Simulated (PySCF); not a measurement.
Gas-phase reaction: 2 InH2Cl + 3 F → InCl2 + InF3 + 4 H

Energies from PySCF (xtb for GFN2), thermal terms from the rigid-rotor harmonic-oscillator model, ideal gas at 1 bar. † marks an energy on the PBE0/def2-TZVP geometry and frequencies; other levels use their own. MP2 and CCSD(T) freeze the core. Open shells (unrestricted): F (multiplicity 2), InCl2 (multiplicity 2), H (multiplicity 2); the rest are closed-shell singlets. GFN2 has no spin-polarisation term. Spin-orbit splitting is ignored; it lowers the true energy and changes the entropy of F. B3LYP is the form with VWN-RPA correlation. In: scalar-relativistic def2 core potential, no spin-orbit coupling. InH2Cl, InCl2: computed as isolated molecules; such fragments, hydroxides, amides, oligomers or adducts are transient or little studied in the gas. MP2 isn't extrapolated to the basis-set limit. CCSD(T) isn't extrapolated to the basis-set limit.

```json
[
 {"level": "B3LYP/def2-TZVP†", "ΔH°(298 K), kJ": "-196"},
 {"level": "CCSD(T)/def2-SVP†", "ΔH°(298 K), kJ": "[?]"},
 {"level": "GFN2-xTB", "ΔH°(298 K), kJ": "-56"},
 {"level": "MP2/def2-SVP†", "ΔH°(298 K), kJ": "[?]"},
 {"level": "PBE0/def2-QZVP†", "ΔH°(298 K), kJ": "-221"},
 {"level": "PBE0/def2-SVP†", "ΔH°(298 K), kJ": "[?]"},
 {"level": "PBE0/def2-TZVP", "ΔH°(298 K), kJ": "-214"},
 {"level": "ωB97X-V/def2-TZVP†", "ΔH°(298 K), kJ": "[?]"}
]
```

Question: Some entries are withheld; supply them.

Answer: 
- CCSD(T)/def2-SVP†, ΔH°(298 K), kJ: -166
- MP2/def2-SVP†, ΔH°(298 K), kJ: -309
- PBE0/def2-SVP†, ΔH°(298 K), kJ: -194
- ωB97X-V/def2-TZVP†, ΔH°(298 K), kJ: -204
